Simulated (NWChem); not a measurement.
System: GeAsH$_{5}$; SMILES [AsH2][GeH3]

NWChem input:

```
start job
memory heap 200 mb stack 900 mb global 1100 mb
geometry units angstroms noautosym nocenter noautoz
  Ge    -0.012313    -1.237211    -0.000732
  As    -0.039233     1.191653    -0.003009
  H     -0.664850    -1.728244    -1.305981
  H     -0.854281    -1.727987     1.191251
  H      1.407340    -1.823387     0.107016
  H      1.097344     1.267248    -1.018327
  H      0.930775     1.267432     1.172464
end
basis spherical
  * library pcsseg-1
end
dft
  xc pbe0
  iterations 150
end
property
  shielding 5 1 2 3 5 6
end
task dft property
```

NWChem printed, in part:

```
             Northwest Computational Chemistry Package (NWChem) 7.3.0
             --------------------------------------------------------

                             Geometry "geometry" -> ""
                             -------------------------

 Output coordinates in angstroms (scale by  1.889725989 to convert to a.u.)

  No.       Tag          Charge          X              Y              Z
 ---- ---------------- ---------- -------------- -------------- --------------
    1 Ge                  32.0000    -0.01231300    -1.23721100    -0.00073200
    2 As                  33.0000    -0.03923300     1.19165300    -0.00300900
    3 H                    1.0000    -0.66485000    -1.72824400    -1.30598100
    4 H                    1.0000    -0.85428100    -1.72798700     1.19125100
    5 H                    1.0000     1.40734000    -1.82338700     0.10701600
    6 H                    1.0000     1.09734400     1.26724800    -1.01832700
    7 H                    1.0000     0.93077500     1.26743200     1.17246400

 Effective nuclear repulsion energy (a.u.)     315.2180917708

                              NWChem Property Module
                              ----------------------

  itol2e modified to match energy
  convergence criterion.

                                 NWChem DFT Module
                                 -----------------

 Summary of "ao basis" -> "ao basis" (spherical)
 ------------------------------------------------------------------------------
       Tag                 Description            Shells   Functions and Types
 ---------------- ------------------------------  ------  ---------------------
 Ge                         pcsseg-1                15       41   5s7p3d
 As                         pcsseg-1                15       41   5s7p3d
 H                          pcsseg-1                 3        5   2s1p

  itol2e modified to match energy
  convergence criterion.

[...]

          -----------------------------------------
          Chemical Shielding Tensors (GIAO, in ppm)
          -----------------------------------------

                                NWChem CPHF Module
                                ------------------

  scftype          =     RHF
  nclosed          =       35
  nopen            =        0
  variables        =     2520
  # of vectors     =        3
  tolerance        = 0.10D-03
  level shift      = 0.00D+00
  max iterations   =       50
  max subspace     =       30

 SCF residual:    3.3313445835105295E-005

Iterative solution of linear equations
  No. of variables     2520
  No. of equations        3
  Maximum subspace       30
        Iterations       50
       Convergence  1.0D-04

   iter   nsub   residual    time
   ----  ------  --------  ---------
     1      3    3.50D-01      69.7
     2      6    1.69D-02      78.0
     3      9    1.13D-03      91.3
     4     12    5.06D-05     104.9

      Atom:    1  Ge
        Diamagnetic
   2753.0233      0.0575     -0.0084
      0.0575   2764.9091      0.0032
     -0.0084      0.0032   2753.1323

        Paramagnetic
  -1173.7388     -0.2744      3.0942
     -0.2744  -1111.9626     -0.0316
      3.0942     -0.0316  -1214.1552

        Total Shielding Tensor
   1579.2845     -0.2168      3.0858
     -0.2168   1652.9465     -0.0284
      3.0858     -0.0284   1538.9771

           isotropic =    1590.4027
          anisotropy =      93.8167

          Principal Components and Axis System
                 1           2           3
             1652.9471   1579.5187   1538.7423

      1        -0.0030      0.9971     -0.0759
      2         1.0000      0.0030      0.0001
      3        -0.0003      0.0759      0.9971

      Atom:    2  As
        Diamagnetic
   2871.9161      1.0293     -0.1395
      1.0293   2882.5485      0.0774
     -0.1395      0.0774   2873.7391

        Paramagnetic
  -1016.4930     24.6230    -19.5075
     24.6230   -988.7563      1.8907
    -19.5075      1.8907   -761.4062

        Total Shielding Tensor
   1855.4231     25.6523    -19.6470
     25.6523   1893.7922      1.9682
    -19.6470      1.9682   2112.3329

           isotropic =    1953.8494
          anisotropy =     239.9660

          Principal Components and Axis System
                 1           2           3
             2113.8267   1906.4057   1841.3158

      1        -0.0758      0.4389      0.8953
      2         0.0001      0.8979     -0.4402
      3         0.9971      0.0333      0.0681

      Atom:    3  H
        Diamagnetic
     23.2914      3.6907      7.8478
      3.6907     25.6553      7.4613
      7.8478      7.4613     35.2089

        Paramagnetic
      0.6320     -0.7169     -1.9896
     -0.7169     -0.0354     -1.5236
     -1.9896     -1.5236     -2.7304

        Total Shielding Tensor
     23.9234      2.9738      5.8581
      2.9738     25.6198      5.9377
      5.8581      5.9377     32.4786

           isotropic =      27.3406
          anisotropy =      17.1897

          Principal Components and Axis System
                 1           2           3
               38.8004     22.2750     20.9464

      1         0.4036     -0.2266      0.8864
      2         0.4499      0.8928      0.0233
      3         0.7966     -0.3894     -0.4623

      Atom:    4  H
        Diamagnetic
     37.7492     -9.4392      1.4234
     -9.4392     26.5206     -0.7168
      1.4234     -0.7168     19.1045

        Paramagnetic
     -3.5698      2.1638     -0.3474
      2.1638      0.0253      0.1643
     -0.3474      0.1643      0.9810

[...]
```

Level: PBE0/pcSseg-1, GIAO. Coordinates come from a PBE0/def2-SVP optimisation. The output numbers the shielded atoms by their place in the input's list. The printed shielding anisotropy is the first printed principal value minus the mean of the other two.
